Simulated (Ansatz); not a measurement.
`[GaH2][NH][SiH2][SiH2][GeH3]` → Ga• + Ge• + 10 H• + N• + 2 Si•  (atomization)

Program: Ansatz. Geometries: PBE0-D4/def2-TZVP. ΔE: electronic, gas phase. CCSD(T)/CBS is the MP2 limit (def2-TZVPP, def2-QZVPP) plus CCSD(T) − MP2 in def2-TZVPP, frozen cores. This one scheme is used for every species, atoms too. Functionals use def2-TZVPP. B3LYP here is the variant with VWN-RPA as its local correlation; programs differ in this. No spin–orbit coupling; open shells (•) take unrestricted orbitals. Spin–orbit coupling would lower the free atoms: a little for Si; clearly for Ga, Ge. For Ga, Ge outer-core shells are correlated without core-valence functions, so the limit isn't a true one: a few kJ/mol of doubt a bond, and 10 to 20 or more in all where bonds break to atoms. Scalar relativity is left out up to krypton. One conformer a species, not always the lowest.

```tsv
level	ΔE (kJ/mol)	difference from CCSD(T)/CBS
PBE-D4	4225.6	-58.4
r2SCAN-D4	4262.9	-21.1
B97M-V	4308.4	24.4
r2SCANh-D4	4247.1	-36.9
ωB97M-V	4249.0	-35.0
revPBE	4038.4	-245.6
r2SCAN	4251.3	-32.7
B3LYP	4170.6	-113.4
HF/def2-TZVPP	3089.9	-1194.1
SCS-MP2/def2-TZVPP	4189.9	-94.1
CCSD(T)/CBS	4284.0	0
```

Largest T1 diagnostic among the species: 0.014.

In def2-TZVPP, CCSD(T) changes the Hartree–Fock value by +1094.6 kJ/mol (the triples alone add +50.4 kJ/mol) and MP2 by +1057.7 kJ/mol; breaking electron pairs costs correlation energy, which Hartree–Fock lacks. From PBE to PBE0 (25 % exact exchange), in def2-TZVPP and without D4, ΔE moves by −10.3 kJ/mol: exact exchange takes away binding that semilocal exchange gives to molecules.

For atomizations the MP2-based limit and the directly extrapolated one differ by several kJ/mol either way, and by 10 to 25 for some Ge, Se and Sn compounds, so smaller differences from it don't rank the levels.
